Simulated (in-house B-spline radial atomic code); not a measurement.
The numbers below are computed, except where a source is named.
# Making a Troullier-Martins p channel for As, r_c = 1.74 bohr

As, [Ar] 3d10 4s2 4p3, non-relativistic PBE, spherical and spin-unpolarised, from an all-electron radial atomic-structure program (B-spline basis) (atomic units). The all-electron 4p level is ε = -0.192249 hartree, its outermost node lies just inside 0.79 bohr and its outer maximum at 2.00 bohr.

Inside r_c the pseudo-orbital is u(r) = r^2 exp(p(r)), with p = c0 + c2 r² + c4 r⁴ + … + c12 r¹². The seven coefficients follow from p and its first four derivatives at r_c, from zero curvature of the screened potential at the origin, c4 = −c2²/(2l + 5), and from the norm inside r_c. At r_c the all-electron orbital has P = 0.6499586, P' = 0.1622224, the screened potential V = -1.115655, V' = 1.376062, V'' = -2.282181, and the norm inside is Q = 0.2251867.

Task: What are p, p' and p'' at r_c?

Result: p = ln(P/r_c^2) = ln(0.6499586/3.0276) = -1.53862. p' = P'/P − 2/r_c = 0.24959 − 1.14943 = -0.89984. The radial equation gives p'' = 2(V − ε) − 2(2) p'/r_c − p'² = -1.84681 − (-2.06859) − 0.80971 = -0.58793. Differentiating, p''' = 2V' + 2(2)p'/r_c² − 2(2)p''/r_c − 2p'p'' = 1.8568, and p'''' = 2V'' − 4(2)p'/r_c³ + 4(2)p''/r_c² − 2(2)p'''/r_c − 2p''² − 2p'p''' = -6.3696.

For a trial c2 the five matching conditions are linear in c0, c6, c8, c10 and c12, and c2 is varied until the norm inside r_c equals Q. The root nearest zero gives:

| n | c_n |
| --- | --- |
| 0 | -1.11024 |
| 2 | 0.01835568 |
| 4 | -4.8133e-05 |
| 6 | -0.05827522 |
| 8 | 0.02095315 |
| 10 | -0.002880641 |
| 12 | 0.0001376467 |

Task: Check c4 and p(r_c), and find the screened pseudopotential at the origin.

Result: −c2²/7 = -4.8133e-05, as listed. The terms c_n r_c^n are -1.11024, 0.05557, -0.00044, -1.61726, 1.76053, -0.73279, 0.10601, which sum to -1.53862. Inverting the radial equation, V_l(r) = ε + 2 p'/r + (p'' + p'²)/2, so V_l(0) = ε + (2l + 3) c2 = -0.192249 + 5 × (0.0183557) = -0.1005 hartree, finite where the all-electron potential diverges.

Orbitals and screened potentials:

```json
{"r (bohr)": "0.174", "P": "0.09302", "u": "0.009981", "V all-electron": "-106.0", "V pseudo": "-0.1019"}
{"r (bohr)": "0.435", "P": "-0.2803", "u": "0.06254", "V all-electron": "-22.61", "V pseudo": "-0.1509"}
{"r (bohr)": "0.696", "P": "-0.1023", "u": "0.1601", "V all-electron": "-8.471", "V pseudo": "-0.375"}
{"r (bohr)": "0.957", "P": "0.1988", "u": "0.2973", "V all-electron": "-4.183", "V pseudo": "-0.8265"}
{"r (bohr)": "1.218", "P": "0.4332", "u": "0.4508", "V all-electron": "-2.425", "V pseudo": "-1.299"}
{"r (bohr)": "1.479", "P": "0.578", "u": "0.5787", "V all-electron": "-1.575", "V pseudo": "-1.417"}
{"r (bohr)": "1.74", "P": "0.65", "u": "0.65", "V all-electron": "-1.116", "V pseudo": "-1.116"}
```

Logarithmic derivatives P'/P at R = 2.04 bohr, for energies E around ε:

```json
{"E − ε (hartree)": "-0.5", "all-electron": "0.617118", "pseudo": "0.614711"}
{"E − ε (hartree)": "-0.25", "all-electron": "0.323815", "pseudo": "0.322992"}
{"E − ε (hartree)": "-0.1", "all-electron": "0.118683", "pseudo": "0.118523"}
{"E − ε (hartree)": "0", "all-electron": "-0.0339026", "pseudo": "-0.0339006"}
{"E − ε (hartree)": "0.1", "all-electron": "-0.20205", "pseudo": "-0.202269"}
{"E − ε (hartree)": "0.25", "all-electron": "-0.490908", "pseudo": "-0.492698"}
{"E − ε (hartree)": "0.5", "all-electron": "-1.11418", "pseudo": "-1.12602"}
```

Task: With P(R) = 0.6686595 and a norm of 0.3574339 inside R, what slope in energy does norm conservation fix?

Result: d(P'/P)/dE = −2 × (norm inside R)/P(R)² = -1.5989 per hartree·bohr at E = ε, for both atoms, since orbital and norm agree at R. Differences over ±0.1 hartree give -1.6037 (all-electron) and -1.6040 (pseudo), which also hold third-order terms. Half a hartree below ε the two curves differ by -0.0024.
